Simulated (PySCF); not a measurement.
# I²⁺: excitation energy

I²⁺ [Kr] 4d10 5s2 5p3 (4S) → I²⁺ [Kr] 4d10 5s1 5p4 (4P), as a difference of total energies. Computed with PySCF 2.14 in def2-TZVPPD with the def2 core potential (28 electrons), with a scalar-relativistic core potential. Correlated levels: valence: 4s2 4p6 4d10 frozen. The calculations carry no spin-orbit coupling.

```csv
method,excitation energy (eV)
UHF,11.108
MP2 (valence),11.050
SCS-MP2 (valence),11.038
CCSD (valence),10.606
CCSD(T) (valence),10.506
```

Question: How much does correlation contribute at CCSD(T) (valence)?

Answer: 10.506 − (11.108) = -0.602 eV, measured against UHF.

The coupled-cluster amplitudes are large for the upper state (T1 above 0.03 or a double amplitude above 0.15), so a single reference is strained.
